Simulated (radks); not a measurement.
All-electron atom: the bismuth ion Bi+ in [Xe] 4f14 5d9.5 6s2 6p2.5 (fractional occupations, a model configuration).

Calculated with a radial shooting solver on a logarithmic mesh with Libxc functionals: scalar-relativistic Kohn-Sham, PBE, spin-polarised, spherical densities, finite nucleus; open shells are filled with parallel spins first (spin-orbit coupling, left out, can overturn this in heavy ions); Fermi nuclear charge, rms radius 5.5211 fm.

Energy parts (eV):
part                       energy
total                  -585686.25
kinetic                 663810.14
electron-nucleus      -1462688.15
Hartree                 223916.07
exchange-correlation    -10724.31

Orbitals (lengths in bohr, moments of r in powers of bohr; r(max) is where P^2 peaks):
orbital  occ.  eigenvalue (eV)      <r^2>      <r>       <r^4>    r(max)
1s up       1        -90628.52  0.0003464  0.01580   3.330e-07  0.009662
1s down     1        -90628.48  0.0003464  0.01580   3.330e-07  0.009662
2s up       1        -16294.37   0.005245  0.06649  0.00004781   0.05620
2s down     1        -16294.30   0.005245  0.06649  0.00004781   0.05620
2p up       3        -13946.23   0.004486  0.06054  0.00003998   0.04691
2p down     3        -13946.16   0.004486  0.06054  0.00003998   0.04691
3s up       1        -3941.971    0.03370   0.1716    0.001711    0.1585
3s down     1        -3941.926    0.03370   0.1716    0.001711    0.1585
3p up       3        -3270.706    0.03501   0.1737    0.001919    0.1588
3p down     3        -3270.655    0.03501   0.1737    0.001919    0.1588
3d up       5        -2594.936    0.02902   0.1575    0.001474    0.1294
3d down     5        -2594.871    0.02902   0.1575    0.001474    0.1294
4s up       1        -913.4365     0.1604   0.3771     0.03703    0.3559
4s down     1        -913.3445     0.1604   0.3771     0.03703    0.3559
4p up       3        -693.3755     0.1841   0.4026     0.04985    0.3759
4p down     3        -693.2847     0.1840   0.4025     0.04984    0.3759
4d up       5        -441.3700     0.2059   0.4225     0.06648    0.3815
4d down     5        -441.2655     0.2058   0.4224     0.06643    0.3815
4f up       7        -163.8928     0.2321   0.4410      0.1039    0.3420
4f down     7        -163.7666     0.2319   0.4408      0.1036    0.3420
5s up       1        -168.8541     0.7718   0.8303      0.8526    0.7706
5s down     1        -168.4268     0.7711   0.8300      0.8506    0.7704
5p up       3        -106.9260      1.008   0.9460       1.500    0.8595
5p down     3        -106.4436      1.006   0.9450       1.490    0.8593
5d up       5         -37.7527      1.726    1.223       4.973     1.029
5d down   4.5         -37.0479      1.697    1.213       4.762     1.028
6s up       1         -23.8894      4.939    2.097       36.46     1.846
6s down     1         -22.1892      4.878    2.081       35.91     1.825
6p up     2.5         -12.8589      8.292    2.706       107.0     2.325
6p down     0         -11.0009      8.530    2.738       115.4     2.314

The highest occupied level is 6p up at -12.859 eV. Spin moment in Bohr magnetons: 3. Summed over all electrons, <r^2> = 61.73 bohr^2, which gives a Langevin (diamagnetic) susceptibility term of -48.9 x 10^-6 cm^3/mol. The electron density at the nucleus is 3.213e+06 e/bohr^3 (large components only).
